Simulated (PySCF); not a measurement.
CH6O2Si2. Atoms are numbered in the order given.

```xyz
11

O     -1.5701     0.0677     0.0000
C     -0.3687     0.3498     0.0000
Si     0.2393     2.2014     0.0000
Si     0.7877    -1.2395     0.0000
O     -0.3705    -2.4461     0.0000
H      1.0997     2.3978     1.2199
H     -0.9205     3.1534     0.0000
H      1.0997     2.3978    -1.2199
H      1.6612    -1.2532     1.2245
H      1.6612    -1.2532    -1.2245
H     -1.2415    -1.9801     0.0000
```

Geometry optimised at PBE-D3(BJ)/def2-SVP. A frequency run showed that this geometry is not a minimum. This is a generated structure with no PubChem entry under its InChIKey; it may be hypothetical. Other conformers were not sampled.

Level of theory: PBE-D3(BJ)/def2-SVP in PySCF.

Frequencies are harmonic and unscaled.

```tsv
mode	ν (cm⁻¹)	IR (km/mol)	moving atoms (share of kinetic energy)
1	49i	0.2	H 91 %
2	75	0.4	O 61 %, Si 18 %, H 18 %
3	138	2.6	Si 36 %, O 31 %, H 21 %, C 13 %
4	223	19.3	O 64 %, Si 19 %, H 16 %
5	250	5.5	H 55 %, C 36 %, O 9 %
6	352	16.5	O 46 %, Si 40 %, H 13 %
7	421	1.4	Si 50 %, O 22 %, H 17 %, C 11 %
8	451	0.2	H 89 %, Si 10 %
9	500	84.4	H 88 %, O 9 %
10	556	50.5	H 54 %, Si 17 %, O 15 %, C 14 %
11	686	68.8	H 42 %, C 42 %, Si 13 %
12	701	0.2	H 91 %
13	745	132.0	H 77 %, C 16 %
14	822	239.2	H 65 %, O 17 %, C 12 %
15	866	2.2	O 39 %, H 33 %, Si 24 %
16	891	63.4	H 67 %, C 19 %, Si 11 %
17	892	22.8	H 97 %
18	900	2.2	H 65 %, C 24 %
19	947	82.3	H 78 %, Si 16 %
20	1017	279.8	H 87 %
21	1640	95.6	C 57 %, O 43 %
22	2151	22.6	H 99 %
23	2158	67.4	H 96 %
24	2158	80.8	H 98 %
25	2166	123.8	H 96 %
26	2193	79.2	H 96 %
27	3518	125.2	H 94 %
```
